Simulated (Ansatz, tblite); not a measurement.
Removing and adding an electron: Ga₁₂P₁₂H₃₂, a nanocrystal cut from zinc blende GaP (hydrogen-capped). The state is a singlet with charge 0. Geometry: PBE-D4/def2-SVP. Ansatz, gas phase; energy differences of separate SCF runs; the oxidised species was run as a doublet alone; the reduced species was run as a doublet alone.

```xyz
56

Ga    1.7557   -2.6871   -3.4276
Ga    3.0263    3.4478   -2.1432
Ga   -1.4846    4.0349   -0.7308
Ga   -2.1129   -2.8845   -2.2216
Ga   -3.8207    0.7404   -0.6775
Ga   -0.1554    0.4837   -1.9942
Ga    2.7939   -1.1628    0.1441
Ga    0.9093    1.9119    1.3330
Ga   -1.0666   -1.3001    1.1884
Ga    0.7607   -4.6333    0.0448
Ga   -2.5402    1.9782    2.9446
Ga    0.9904   -0.5194    4.9403
P     1.6525    1.6567   -3.0484
P    -0.4011   -1.5453   -3.1698
P     2.2182   -3.1113   -1.1087
P    -2.0321    1.8905   -1.7416
P     2.7133    3.0712    0.2512
P    -1.0291    3.2008    1.4979
P    -3.9638   -1.3474   -1.8891
P    -1.2996   -3.3029   -0.0338
P    -2.9419    0.1087    1.4399
P     0.6322   -0.0720    0.1414
P     1.7865    1.2665    3.4740
P    -0.1680   -1.9199    3.3246
H     1.4539   -4.0256   -4.2101
H     2.7411   -1.5714   -3.9841
H     4.5267    3.0787   -2.4499
H     2.3036    4.8033   -2.4740
H    -2.7843    4.9270   -0.7224
H    -0.0946    4.4797   -1.3468
H    -2.5970   -4.1271   -3.0566
H    -5.2045    1.4895   -0.6533
H     3.7351   -0.1648   -0.6629
H     3.0735   -1.4732    1.6799
H     0.4813   -5.9282   -0.8157
H     1.1456   -4.6943    1.5855
H    -3.8900    2.7740    3.1179
H    -1.6710    1.4131    4.1420
H    -0.1027    0.1244    5.8673
H     2.2731   -1.3090    5.4015
H     1.1645    2.0978   -4.3189
H     2.4856    0.5830   -3.4978
H    -0.8902   -1.1784   -4.4661
H     3.4349   -3.8674   -1.1836
H    -2.5122    2.1476   -3.0672
H     2.8345    4.3308    0.9186
H     3.9022    2.4557    0.7507
H    -0.5971    4.3373    2.2582
H    -4.5429   -1.0608   -3.1670
H    -5.0646   -2.0833   -1.3439
H    -2.3474   -4.0297    0.6206
H    -3.9685   -0.7031    2.0237
H     3.1824    1.0546    3.2534
H     1.8775    2.4676    4.2459
H     0.6414   -3.0525    2.9915
H    -1.2130   -2.6007    4.0254
```

The xTB rows come from tblite. Single mean-field runs in def2-TZVP are fitted with def2-universal-jkfit. HOMO above LUMO, or a gap near zero within one spin, warns that the state may not be the lowest or that an electron is smeared out.

| level | −HOMO (eV) | vertical IE (eV) | −LUMO (eV) | vertical EA (eV) | HOMO–LUMO gap (eV) | IE − EA (eV) | remarks |
| --- | --- | --- | --- | --- | --- | --- | --- |
| GFN2-xTB | 11.07 | 12.52 | 7.58 | 6.37 | 3.49 | 6.15 | – |
| PBE-D4/def2-TZVP | 5.99 | 7.51 | 2.28 | 1.04 | 3.71 | 6.47 | HOMO above zero (-1 doublet), gap within one spin near zero (+1 doublet), gap within one spin near zero (-1 doublet) |

Problem. Estimate the rows for GFN1-xTB, PBE0-D4/def2-TZVP.

Solution. 
```json
{"level": "GFN1-xTB", "−HOMO (eV)": "10.33", "vertical IE (eV)": "11.71", "−LUMO (eV)": "6.47", "vertical EA (eV)": "5.17", "HOMO–LUMO gap (eV)": "3.86", "IE − EA (eV)": "6.54", "remarks": "–"}
{"level": "PBE0-D4/def2-TZVP", "−HOMO (eV)": "6.98", "vertical IE (eV)": "8.03", "−LUMO (eV)": "1.55", "vertical EA (eV)": "0.74", "HOMO–LUMO gap (eV)": "5.43", "IE − EA (eV)": "7.29", "remarks": "HOMO above zero (-1 doublet)"}
```

   A HOMO above zero means that the electron is unbound at that level or that self-interaction error raises the level; the energy of removing that electron tells which. Raw xTB energy differences between charge states are shifted by several eV; the methods need an empirical correction for them. Sets without diffuse functions give affinities that are too small.
